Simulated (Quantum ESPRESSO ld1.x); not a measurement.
The numbers below are computed, except where a source is named.
Task: The aim is neutral thallium in [Hg] 6p1. This ld1.x (Quantum ESPRESSO 7.5) run was made with `OMP_NUM_THREADS=1 ld1.x < ld1.in > ld1.out`. Can the result be used? Name any fault.

```
 &input
    zed=81.0,
    iswitch=1,
    rel=0,
    dft='PBE',
    config='[Hg] 6p1',
    verbosity='high',
    dx=0.2,
    prefix='ld1',
    max_out_wfc=37,
    file_charge='ld1.rho',
 /
```

Output (excerpt):

```
     Program LD1 v.7.5 starts

     --------------------------- All-electron run ----------------------------

     atomic number is 81.00
     dft =PBE   lsd =0 sic =0 latt =0  beta=0.20 tr2=1.0E-14
     Exchange-correlation= PBE
                           (   1   4   3   4   0   0   0)
     mesh =  81 r(mesh) = 100.03807 a.u. xmin = -7.00 dx = 0.20000
     1 Ry =  13.60569312 eV

     n l     nl                  e(Ry)          e(Ha)          e(eV)
     1 0     1S 1( 2.00)   -5659.078767393   -2829.539383696 -76995.6890680
     2 0     2S 1( 2.00)    -950.454979025    -475.227489513 -12931.5987718
     2 1     2P 1( 6.00)    -914.691184652    -457.345592326 -12445.0075607
     3 0     3S 1( 2.00)    -225.208977724    -112.604488862  -3064.1242395
     3 1     3P 1( 6.00)    -208.229638310    -104.114819155  -2833.1085580
     4 0     4S 1( 2.00)     -49.064224837     -24.532112418   -667.5527864
     4 1     4P 1( 6.00)     -41.650024827     -20.825012414   -566.6774564
     3 2     3D 1(10.00)    -176.611498154     -88.305749077  -2402.9218459
     5 0     5S 1( 2.00)      -7.623186425      -3.811593212   -103.7187351
     5 1     5P 1( 6.00)      -5.187599258      -2.593799629    -70.5808835
     4 2     4D 1(10.00)     -28.009434705     -14.004717352   -381.0877731
     6 0     6S 1( 2.00)      -0.545984966      -0.272992483     -7.4285039
     5 2     5D 1(10.00)      -1.333062219      -0.666531109    -18.1372355
     4 3     4F 1(14.00)      -9.619229898      -4.809614949   -130.8762901
     6 1     6P 1( 1.00)      -0.188114042      -0.094057021     -2.5594219

     final scf error:  8.2E-15 reached in  47 iterations

     Etot =  -37936.084386 Ry,  -18968.042193 Ha, -516146.722447 eV

     Ekin =   37922.706826 Ry,   18961.353413 Ha,  515964.711468 eV
     Encl =  -90300.113558 Ry,  -45150.056779 Ha,-1228595.634042 eV
     Eh   =   15156.063328 Ry,    7578.031664 Ha,  206208.746597 eV
     Exc  =    -714.740983 Ry,    -357.370491 Ha,   -9724.546471 eV
```

Result: No (silently wrong). The line at issue: dx=0.2. The radial step is too large to integrate the orbitals; the run ends without a warning, but the energy is off by -2.485 hartree against the default mesh. The sound input gives -18965.557 hartree.
